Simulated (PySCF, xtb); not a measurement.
VO2Cl, SMILES [O]=[V](=[O])[Cl], multiplicity 1.

GFN2-xTB (xtb 6.7.1) at its own geometry gives an orbital gap of 1.77 eV and a dipole moment of 6.25 D.

Geometry optimised at PBE0-D3(BJ)/def2-SVP. The spin state was assumed, not searched.

Task: What does PBE/def2-TZVPD (PySCF) give? (An estimate is asked for; the answer gives what the named calculation found.)

Result: gap 2.43 eV (levels -7.65 and -5.21 eV), dipole 2.73 D.
